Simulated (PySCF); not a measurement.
Polarisability and C₆ of Ge²⁺ (germanium, charge +2)

[Ar] 3d10 4s2, closed-shell 1S. Calculation: PySCF 2.14, in aug-cc-pVQZ-DK; the spin-free X2C one-electron Hamiltonian (Gaussian nucleus). Coupled (time-dependent) response in atomic units; α is the mean over directions.

```tsv
method	mean α (bohr³)	C₆ (like pair)	S(−4)
CAM-B3LYP	10.31	38.93	50.84
```

S(−4) is the Cauchy moment in α(ω) = α(0) + S(−4) ω² + …

α(iu) at CAM-B3LYP:

```tsv
u (hartree)	α(iu) (bohr³)
0	10.31
0.0500	10.18
0.100	9.828
0.200	8.636
0.300	7.222
0.500	4.858
0.750	3.117
1.00	2.180
1.50	1.285
2.00	0.8764
3.00	0.5003
5.00	0.2305
```

For an ion, C₆ is the dispersion term alone; charge-induced terms of lower order in 1/R come first.
